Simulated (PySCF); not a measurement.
Correlation energy of N⁺ (nitrogen, charge +1)

[He] 2s2 2p2, high-spin 3P determinant. All numbers are calculated (PySCF 2.14, the non-relativistic Hamiltonian (point nucleus), in aug-cc-pVDZ (4s3p2d, 23 functions)). Frozen: 1s2; 4 electrons correlated.

MP2 pair energies summed by pair of shells (mhartree):

| pair | energy | share (%) |
| --- | --- | --- |
| 2s-2p | -32.26 | 58.8 |
| 2s-2s | -17.32 | 31.6 |
| 2p-2p | -5.27 | 9.6 |

Total MP2 correlation energy: -54.84 mhartree.

Same-spin part -8.78 and opposite-spin part -46.06 mhartree; SCS-MP2 scales them by 1/3 and 6/5 to -58.20 mhartree.

```json
{"level": "CCSD", "correlation energy (mhartree)": "-77.24"}
{"level": "(T)", "correlation energy (mhartree)": "-0.87"}
{"level": "CCSD(T)", "correlation energy (mhartree)": "-78.11"}
```

Diagnostics: T1 = 0.0063, D1 = 0.0123, largest double amplitude 0.121.

Cost of the coupled-cluster step: 0.17 s of wall time on 1 thread of Neoverse-V1 (shared host), for 4 correlated electrons.

Iterations:

```
CC2 = 0
CCSD nocc = (np.int64(3), np.int64(1)), nmo = (22, 22)
frozen orbitals [[0], [0]]
max_cycle = 100
direct = 0
conv_tol = 1e-08
conv_tol_normt = 1e-06
diis_space = 8
diis_start_cycle = 0
Init t2, MP2 energy = -0.0548377135294025
Init E_corr(UCCSD) = -0.0548377135337813
cycle = 1  E_corr(UCCSD) = -0.0692530135241325  dE = -0.0144153  norm(t1,t2) = 0.0428663
cycle = 2  E_corr(UCCSD) = -0.0738693368438151  dE = -0.00461632332  norm(t1,t2) = 0.0189596
cycle = 3  E_corr(UCCSD) = -0.077295537438413  dE = -0.00342620059  norm(t1,t2) = 0.00938182
cycle = 4  E_corr(UCCSD) = -0.077218736313522  dE = 7.68011249e-05  norm(t1,t2) = 0.0011289
cycle = 5  E_corr(UCCSD) = -0.0772390405565045  dE = -2.0304243e-05  norm(t1,t2) = 0.000184718
cycle = 6  E_corr(UCCSD) = -0.0772332859118827  dE = 5.75464462e-06  norm(t1,t2) = 2.33986e-05
cycle = 7  E_corr(UCCSD) = -0.0772354902570864  dE = -2.2043452e-06  norm(t1,t2) = 5.90383e-06
cycle = 8  E_corr(UCCSD) = -0.0772351402224315  dE = 3.50034655e-07  norm(t1,t2) = 1.58395e-06
cycle = 9  E_corr(UCCSD) = -0.0772350607327923  dE = 7.94896392e-08  norm(t1,t2) = 3.374e-07
cycle = 10  E_corr(UCCSD) = -0.0772350825078169  dE = -2.17750246e-08  norm(t1,t2) = 6.75263e-08
cycle = 11  E_corr(UCCSD) = -0.0772350820189035  dE = 4.8891341e-10  norm(t1,t2) = 2.15827e-08
UCCSD converged
E(UCCSD) = -53.95849969572179  E_corr = -0.07723508201890349
UCCSD(T) correction = -0.000871555869690482
```
